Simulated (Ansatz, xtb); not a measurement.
**Two structures of BNSiZn**

We compare X, a singlet given by its coordinates, with Y, `[B]1=N[Si][Zn]1`, a singlet. Both are isolated molecules in the gas phase, relaxed with PBE0-D3(BJ)/pcseg-1.

X (Å):

```xyz
4

B     0.3999   -0.1449   -1.1396
N     0.3702    0.4459    0.0848
Si    0.0635    1.3127    1.3988
Zn    2.0205   -1.7345   -1.6071
```

Close contacts (Å): B1–N2 1.36, B1–Zn4 2.32, N2–Si3 1.60.

Y (Å):

```xyz
4

B    -1.0002    4.1567    1.1196
N    -0.2858    3.8228    0.0233
Si   -1.3917    3.3465   -1.1551
Zn   -3.1845    3.8666    0.6754
```

Task: Which of the two would you expect CCSD(T)/def2-TZVP electronic energies to favour?

Result: Structure Y; the calculation gives E(Y) − E(X) = −7.2 kcal/mol.

Level by level:

```tsv
level	geometry	E(Y) − E(X) (kcal/mol)	departure from the last row (kcal/mol)	job, with rough time for the two
PBE0-D3(BJ)/pcseg-1	PBE0-D3(BJ)/pcseg-1	−5.7	+1.5	optimisation, 43 s
HF/def2-TZVP	PBE0-D3(BJ)/pcseg-1	+3.4	+10.6	part of the CCSD(T) run
MP2/def2-TZVP	PBE0-D3(BJ)/pcseg-1	−11.1	−4.0	part of the CCSD(T) run
CCSD(T)/def2-TZVP	PBE0-D3(BJ)/pcseg-1	−7.2		single point, 2.6 min
```

HF/def2-TZVP puts the two in the other order. The largest departure from CCSD(T)/def2-TZVP is that of HF/def2-TZVP, 10.6 kcal/mol. Levels run at GFN2-xTB geometries aren't shown.

With harmonic frequencies from PBE0-D3(BJ)/pcseg-1 (ideal gas, rigid rotor, one conformer each, 298.15 K, 1 atm): on the last row, ΔE + ΔZPE = −6.8, ΔH = −7.1, ΔG = −5.9 kcal/mol.

The T1 diagnostic of structures X and Y is large, so the coupled-cluster value is less sure. The correlated steps freeze 12 core orbitals; the last core shell of Zn is correlated, in a basis made for valence electrons. Run with Ansatz 0.2.0; the last row on 1 thread of Arm Neoverse V2 on a shared host.
